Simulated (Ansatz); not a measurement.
System: sum formula InOH, net charge 0, singlet state. 
Structure (B3LYP-D3(BJ)/def2-TZVP (Ansatz, an electronic-structure program) minimum search):
SMILES: [In][OH]
```xyz
3

In    -0.1901    -0.1458    -0.2219
O      0.9785     0.7034     1.2141
H      1.4855     1.5186     1.1611
```

Wanted: vertical electron affinity (to the doublet state of charge -1; a negative value means that the extra electron is unbound and the number depends on the basis; each state is the SCF solution reached for its spin), in eV. Valence correlation only, unless marked. UHF or UKS for open shells. Spin-orbit coupling is left out. Frozen are the shells of the preceding noble gas and the d and f shells that filled before the atom's block. Past Kr the def2 sets carry scalar-relativistic core potentials. Anions need diffuse functions: def2-D sets add few. 

```tsv
level	program	vertical electron affinity (eV)
r2SCAN/def2-TZVPD	Ansatz	0.00
CAM-B3LYP/def2-TZVPD	Ansatz	-0.07
wB97X-V/def2-TZVPD	Ansatz	-0.18
B2PLYP/def2-TZVPD	Ansatz	-0.18
MP2/def2-SVPD	Ansatz	-0.40
MP2/def2-TZVPPD	Ansatz	-0.22
```
